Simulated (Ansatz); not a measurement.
Born–Oppenheimer molecular dynamics of ClGeH$_{5}$ (7 atoms, charge 0, multiplicity 1). It starts at the highest image of a converged band. Of that band: Neighbouring images differ by up to 1.5 eV, so the band resolves the path poorly. A vibrational analysis at the climbing image gives 2 clearly imaginary modes (1201i, 118i cm⁻¹): a point of higher order. A lower path may pass nearby, or the ends, which weren't checked, may share the extra mode.

Theory: RKS B3LYP-D4/def2-SVP (Ansatz 0.2.0).

| Property | Result |
| --- | --- |
| ensemble | NVE (velocity Verlet) |
| time step | 0.5 fs |
| steps asked | 200 |
| starting velocities drawn for | 300 K |
| seed | 10466 |

First frame:

```xyz
7
Properties=species:S:1:pos:R:3
Ge -0.175 0.000 -0.119
Cl -0.088 0.000 2.588
H 1.344 0.000 0.120
H -0.592 1.300 -0.831
H -0.592 -1.300 -0.831
H -1.800 0.000 0.698
H -1.347 0.000 1.532
```

(1) How far do the bonds stretch over the last three quarters of this one trajectory? (Pairs bonded in most of those frames.)

Answers

(1) 
| bond | mean (Å) | spread (Å) | shortest | longest |
| --- | --- | --- | --- | --- |
| Ge1–H3 | 1.532 | 0.022 | 1.49 | 1.57 |
| Ge1–H4 | 1.552 | 0.029 | 1.50 | 1.61 |
| Ge1–H5 | 1.552 | 0.053 | 1.47 | 1.64 |
| Ge1–H6 | 1.603 | 0.137 | 1.38 | 1.86 |
| Cl2–H7 | 1.336 | 0.114 | 1.17 | 1.63 |

Mean temperature of the second half: 2286 K. The conserved energy stayed within 0.69 meV per atom of its start (net change -0.071 meV per atom), so the integration is sound. The kinetic energy rose, since the run started high on the potential surface and went downhill. It ends in pieces (ClH + GeH4), so much of that is their flight and rotation, not heat. A run of 0.1 ps of so small a system gives no equilibrium averages. The orbitals stay closed-shell, which can raise the energy where a bond breaks towards radicals; this wasn't checked here.

The run took 7.7 min on 1 thread of Arm Neoverse V1, with other jobs on the host, peak memory 0.17 GiB.
